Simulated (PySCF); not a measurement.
C₂H₈N₂Si.
SMILES: `C=C[SiH](N)N`

Computed with PySCF at wB97X-D/def2-SVPD, non-relativistic, on one gas-phase PBE0-D3(BJ)/def2-SVP geometry that isn't relaxed in the solvent. The solvent is an IEF-PCM continuum (Bondi radii, 1.10 Å for H, scaled by 1.2), and excitations are vertical TDDFT with non-equilibrium linear response and a frozen core. The model holds no explicit solvent molecules, cavitation or dispersion.

Gas-phase singlets (H = HOMO, L = LUMO):

| state | E (eV) | λ (nm) | f | leading configuration |
| --- | --- | --- | --- | --- |
| S1 | 6.046 | 205 | 0.020 | H→L 72% |
| S2 | 6.473 | 192 | 0.045 | H-1→L 89% |
| S3 | 6.875 | 180 | 0.044 | H-1→L+1 54% |
| S4 | 6.946 | 179 | 0.132 | H→L+1 31% |
| S5 | 7.185 | 173 | 0.203 | H-2→L 34% |

Problem. Give the list for cyclohexane (ε = 2.017), n² = 2.04.

Solution. 
```json
{"state": "S1", "E (eV)": "6.020", "λ (nm)": "206", "f": "0.030", "leading configuration": "H→L 75%", "change by rank (eV)": "-0.026"}
{"state": "S2", "E (eV)": "6.444", "λ (nm)": "192", "f": "0.071", "leading configuration": "H-1→L 92%", "change by rank (eV)": "-0.029"}
{"state": "S3", "E (eV)": "6.832", "λ (nm)": "181", "f": "0.218", "leading configuration": "H-2→L 53%", "change by rank (eV)": "-0.043"}
{"state": "S4", "E (eV)": "6.942", "λ (nm)": "179", "f": "0.109", "leading configuration": "H-1→L+1 47%", "change by rank (eV)": "-0.004"}
{"state": "S5", "E (eV)": "7.131", "λ (nm)": "174", "f": "0.158", "leading configuration": "H→L+1 35%", "change by rank (eV)": "-0.054"}
```

Problem. How does the list change in chloroform (ε = 4.711)?

Solution. 
```tsv
state	E (eV)	λ (nm)	f	leading configuration	change by rank (eV)
S1	6.017	206	0.030	H→L 75%	-0.029
S2	6.446	192	0.069	H-1→L 92%	-0.027
S3	6.837	181	0.257	H-2→L 57%	-0.038
S4	6.984	178	0.091	H-1→L+1 51%	+0.038
S5	7.167	173	0.146	H→L+1 36%	-0.018
```

Problem. How do the frontier levels move from gas to chloroform?

Solution. 
```
orbital  gas (eV)  solvent (eV)  change (eV)
 LUMO+2      2.90          3.00        +0.10
 LUMO+1      2.22          2.28        +0.06
   LUMO      1.42          1.40        -0.02
   HOMO     -9.12         -9.13        -0.01
 HOMO-1     -9.26         -9.27        -0.01
 HOMO-2     -9.80         -9.83        -0.03
 HOMO-3    -10.99        -10.99         0.00
```

The HOMO–LUMO gap goes from 10.54 to 10.53 eV.

On one thread, Intel Xeon Platinum 8488C (x86_64), no GPU, shared host, this took 18 s and 0.82 GiB of memory at its peak. This is the whole response run at wB97X-D/def2-SVPD in chloroform, SCF included.

Conformer computed: `[CH2:1]=[CH:2][SiH:3]([NH2:4])[NH2:5]`: C1–C2–Si3–N4 -21°, H–N4–Si3–C2 -46°, H–N4–Si3–C2 170°, H–N5–Si3–C2 -51°, H–N5–Si3–C2 91°.
